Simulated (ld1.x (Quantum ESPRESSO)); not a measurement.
# Reading a pseudo-wave (He)

Columns: radius, all-electron u(r) and pseudo u(r) of the 1s shell (level -15.76 eV) of helium in the configuration 1s2; PBE, scalar-relativistic, ultrasoft scheme, ld1.x (Quantum ESPRESSO) 7.5.

| r (bohr) | all-electron | pseudo |
| --- | --- | --- |
| 0.042 | 0.1857 | 0.1247 |
| 0.085 | 0.3448 | 0.2494 |
| 0.128 | 0.4766 | 0.3682 |
| 0.170 | 0.5826 | 0.4760 |
| 0.212 | 0.6692 | 0.5737 |
| 0.255 | 0.7406 | 0.6616 |
| 0.298 | 0.7970 | 0.7362 |
| 0.340 | 0.8397 | 0.7960 |
| 0.382 | 0.8719 | 0.8430 |
| 0.425 | 0.8957 | 0.8787 |
| 0.467 | 0.9111 | 0.9023 |
| 0.510 | 0.9202 | 0.9168 |
| 0.552 | 0.9236 | 0.9228 |
| 0.595 | 0.9222 | 0.9225 |
| 0.638 | 0.9167 | 0.9171 |
| 0.680 | 0.9080 | 0.9082 |
| 0.722 | 0.8967 | 0.8967 |
| 0.765 | 0.8827 | 0.8827 |
| 0.807 | 0.8671 | 0.8671 |
| 0.850 | 0.8496 | 0.8496 |
| 0.892 | 0.8313 | 0.8313 |
| 0.935 | 0.8116 | 0.8116 |
| 0.977 | 0.7916 | 0.7916 |
| 1.020 | 0.7705 | 0.7705 |
| 1.062 | 0.7496 | 0.7496 |
| 1.105 | 0.7280 | 0.7280 |

Problem. How many radial nodes do the two functions have?

Solution. The all-electron 1s function has n − l − 1 = 0; the pseudo-wave has 0.

Problem. At about which radius was the pseudo-wave matched?

Solution. 0.75 bohr. The columns agree to 0.0005 from 0.59 bohr on; several derivatives are matched, so the curves merge somewhat inside the radius.

Problem. Where does each function peak?

Solution. Outermost all-electron maximum near 0.55 bohr, pseudo maximum near 0.55 bohr (to the table’s step).

Problem. Is the pseudo-wave norm-conserving?

Solution. No, it belongs to an ultrasoft set: the norm inside the radius is not constrained, and the difference is carried by the augmentation charge.
